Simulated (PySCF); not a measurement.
Mo(O)2(OH) (HMoO₃), SMILES [O]=[Mo+](=[O])[OH], charge +1, multiplicity 1.

Coordinates come from a PBE0-D3(BJ)/def2-SVP optimisation. The spin state was assumed, not searched. The isomer is the one that the SMILES or the coordinates give; other isomers of the formula were not compared. The def2 effective core potentials stand for the cores of Mo; spin–orbit coupling is left out. Other conformers were not sampled.

Two levels are set side by side: TDDFT-PBE/def2-SVPD (PySCF) and TDDFT-PBE0/def2-SVPD (PySCF). Vertical, same geometry. The lowest singlet is HOMO→LUMO 100 % with PBE and HOMO→LUMO 99 % with the other functional; states are paired by order. Differences are taken from unrounded values.

```csv
quantity,TDDFT-PBE
lowest singlet excitation (eV),2.79
lowest triplet excitation (TDA) (eV),2.58
```

**Question.** These are the TDDFT-PBE values. What does TDDFT-PBE0 give? (Estimate from the structure and the level; the computed values follow.)

**Answer.** 
```json
[
 {"quantity": "lowest singlet excitation (eV)", "TDDFT-PBE0": "3.19", "TDDFT-PBE minus TDDFT-PBE0": "-0.41"},
 {"quantity": "lowest triplet excitation (TDA) (eV)", "TDDFT-PBE0": "2.95", "TDDFT-PBE minus TDDFT-PBE0": "-0.37"}
]
```

A lower first singlet is the usual sign of a functional without exact exchange. Differences between two approximate levels are no errors against the true value.

Rough cost on one machine, each run with all the roots and properties that it gave: TDDFT-PBE0 against TDDFT-PBE about 3 times.
